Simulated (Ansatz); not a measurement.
Cost and result for the atomization energy of `C#[C][GaH2]` (6 atoms, 5 bonds).

The species carries charge 0 and has multiplicity 1. Correlated methods include outer-core shells of Ga, which these sets cover unevenly. Scalar relativity is left out up to krypton. The geometry is a stationary point of PBE0-D4/def2-TZVP. Program: Ansatz. All runs use 4 threads of an Arm Neoverse V2 on a shared host. Times are those of one run each, without the atoms' runs, and a repeat can differ threefold. Electronic energies, without spin–orbit coupling; frozen cores. CCSD(T)/CBS adds CCSD(T) − MP2 in def2-TZVPP to the MP2 limit, and its time is that of the two runs behind it. T1 = 0.014. With those shells the extrapolation isn't a true limit. B3LYP takes the VWN-RPA correlation (the form of Gaussian; ORCA's B3LYP/G). HSE06 is the plane-wave form, built on full-range PBE exchange.

CCSD(T)/CBS is a level of theory with its own doubt, some kJ/mol a heavy atom from the limit and from the frozen cores, so smaller differences don't rank the functionals.

```
                            level  functions  wall time  atomization (kcal/mol)  difference from CCSD(T)/CBS  per bond
             revPBE-D4/def2-TZVPP        152      0.7 s                   494.6                         -5.7      -1.1
               BLYP-D4/def2-TZVPP        152     0.75 s                   495.4                         -4.9      -1.0
                 CCSD(T)/def2-SVP         75     0.85 s                   477.8                        -22.5      -4.5
              HSE06-D4/def2-TZVPP        152        1 s                   498.7                         -1.6      -0.3
          CAM-B3LYP-D4/def2-TZVPP        152        1 s                   498.6                         -1.7      -0.3
B3LYP-D4/def2-TZVPP (with forces)        152      1.1 s                   495.8                         -4.5      -0.9
              PBE-QIDH/def2-TZVPP        152      1.4 s                   498.9                         -1.4      -0.3
            r2SCANh-D4/def2-TZVPP        152      1.6 s                   496.6                         -3.7      -0.7
               ωB97X-V/def2-TZVPP        152      2.5 s                   498.7                         -1.6      -0.3
 ωB97M-V/def2-TZVPP (with forces)        152      3.2 s                   498.4                         -1.9      -0.4
                   MP2/def2-QZVPP        293      4.2 s                   507.4                          7.1       1.4
               CCSD(T)/def2-TZVPP        152      8.5 s                   490.8                         -9.5      -1.9
                CCSD(T)/CBS(def2)          –       13 s                   500.3                          0.0       0.0
```

From BLYP to BHLYP (50 % exact exchange), in def2-TZVPP and without D4, the atomization energy moves by −12.0 kcal/mol: exact exchange takes away binding that semilocal exchange gives to molecules. At CCSD(T), def2-SVP lies −22.5 kcal/mol from the extrapolated value and def2-TZVPP −9.5 kcal/mol: correlation converges slowly with the basis, and small sets miss more of it in the bonded molecule than in its fragments. In def2-TZVPP, CCSD(T) changes the Hartree–Fock value by +127.5 kcal/mol (the triples alone add +9.2 kcal/mol) and MP2 by +138.4 kcal/mol; breaking electron pairs costs correlation energy, which Hartree–Fock lacks.
